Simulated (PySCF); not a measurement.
NMR data simulated for an unnamed compound:

1H NMR (300 MHz, computed): δ 8.80 (m, 1H), 8.76 (m, 1H), 8.35 (m, 1H), 8.01 (m, 1H).

13C{1H} NMR (computed): δ 164.8 (C), 142.9 (CH), 139.1 (C), 137.9 (CH), 137.8 (CH), 134.7 (CH), 132.9 (C), 131.2 (C).

Calculated, not measured (PySCF 2.14.0 with density-fitted response routines): GFN2-xTB structure, shieldings: GIAO PBE0/pcSseg-1. One computed conformer, isolated molecule, averaged over atoms made equivalent by symmetry, fast rotation or ring inversion, relativity neglected.

Scale: 1H, 13C vs TMS (reference shieldings calculated alike).

Which of these does the molecule contain: a (CH3)2CH unit, an NH or NH2 group, a CF3 group, a vinyl group CH=CH2, a benzene ring?

## Answers


- A (CH3)2CH unit: no.
- An NH or NH2 group: no.
- A CF3 group: yes (δC 132.9).
- A vinyl group CH=CH2: no.
- A benzene ring: yes.

The data belong to `O=C(F)c1cccc(C(F)(F)F)c1`, C₈H₄F₄O; they needn't prove each group on their own.

Carbon signals by region: 1 in the far downfield region (above 160 ppm), 7 in the sp2 and nitrile region (100–160 ppm). Above 160 ppm: 164.8, carbonyl carbon.

Splittings by 19F in the carbon and heteronuclear signals aren't shown, as no couplings were computed. Shifts are as computed. Against solution values, carbons near 30 ppm lie about +3 ppm off and those near 130 ppm about +5 ppm. Of 1211 compounds with measured shifts, 218 miss one by over three times the rms of a fit or turn the order of signals round; such compounds aren't used in these exercises. No couplings were computed; multiplicities are counted from neighbouring protons, with m where these are inequivalent, close in shift, in a saturated or five-membered ring or joined by F or P, and br s for small geminal =CH2 splittings.
